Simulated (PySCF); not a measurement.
**Correlation energy of In⁺ (indium, charge +1)**

[Kr] 4d10 5s2, closed-shell 1S. Calculation: PySCF 2.14, in x2c-TZVPPall with one added diffuse shell each of s, p, d, f type (9s7p5d3f, 76 functions); the spin-free X2C one-electron Hamiltonian (Gaussian nucleus). Frozen: [Kr] 4d10; 2 electrons correlated.

With two correlated electrons CCSD is exact within the correlated space (frozen core and kept virtual orbitals).

| level | correlation energy (mhartree) |
| --- | --- |
| CCSD | -32.41 |

Diagnostics: T1 = 0.0056, D1 = 0.0079, largest double amplitude 0.095.

Is a single reference adequate?

Mostly. T1 lies below 0.03, but a double amplitude of this size points to a near-degeneracy that CCSD handles and MP2 describes poorly.
